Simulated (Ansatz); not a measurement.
Input for Ansatz (a quantum-chemistry and plane-wave program): R-B97M-V/def2-TZVPPD on GaH3 (SMILES [GaH3]). Files ending in .json are basis or fitting sets from the Basis Set Exchange.

Ansatz 0.2 input:
```yaml
crystal:
  periodic: [false, false, false]
  atoms:
    - {symbol: Ga, position_ang: [-0.46139918, 0.48939567, 0.71029416]}
    - {symbol: H, position_ang: [-1.53944779, 1.49701782, 1.26561849]}
    - {symbol: H, position_ang: [-0.95067189, -0.79867936, -0.05584908]}
    - {symbol: H, position_ang: [1.00394424, 1.01247660, 0.45527909]}
basis:
  gaussian:
    orbitals: def2-TZVPPD.json
hamiltonian:
  xc: {name: B97M-V}
scf: {lower_state_search: off}
```

Problem. What total energy does the run end on?

Solution. -1926.2541 hartree.
